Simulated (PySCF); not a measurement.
An unknown shows these calculated signals:

1H NMR (600 MHz, computed): δ 5.98 (br s, 1H), 5.03 (dd, J = 18.5, 1.6 Hz, 1H).

13C{1H} NMR (computed): δ 176.7 (C, dd, J = 404.1, 381.5 Hz), 166.7 (C, dd, J = 14.8, 8.3 Hz), 80.2 (CH, dd, J = 26.7, 5.2 Hz).

No solvent, one computed conformer, non-relativistic. Structure optimised with GFN2-xTB; PBE0/pcSseg-1 with gauge-including orbitals; spin–spin couplings from B3LYP/pcJ-1; PySCF 2.14.0 with density-fitted response routines.

δ = σ(ref) − σ, references computed at the same level: 1H and 13C vs TMS.

Q: Which of these does the molecule contain: a non-aromatic C=C double bond, a carboxylic acid, an OH group, a tert-butyl group, a (CH3)2CH unit, an aldehyde?

A: 
- A non-aromatic C=C double bond: yes.
- A carboxylic acid: yes (δC 166.7; δH 5.98 (br s)).
- An OH group: yes (δH 5.98 (br s)).
- A tert-butyl group: no.
- A (CH3)2CH unit: no.
- An aldehyde: no.

The data belong to SMILES C(=CC(=O)O)(F)F, C3H2F2O2; they needn't prove each group on their own.

Carbon signals by region: 2 in the far downfield region (above 160 ppm), 1 at 50–100 ppm. Above 160 ppm: 176.7, β carbon of a C=C–C=O unit, 166.7, carboxylic acid carbon.

OH/NH shifts are gas-phase values; hydrogen bonding in solution moves them, usually downfield. Common functionals overestimate the size of one-bond C–F couplings by tens of Hz; these are unscaled. Multiplet labels drop couplings under 1 Hz and merge nearly equal ones. Shifts are as computed. Against solution values, carbons near 30 ppm lie about +3 ppm off and those near 130 ppm about +5 ppm. Of 1211 compounds with measured shifts, 218 miss one by over three times the rms of a fit or turn the order of signals round; such compounds aren't used in these exercises. Hydrogen bonding in solution deshields acid and N–H amide carbonyl carbons by as much as 10 ppm beyond these values.
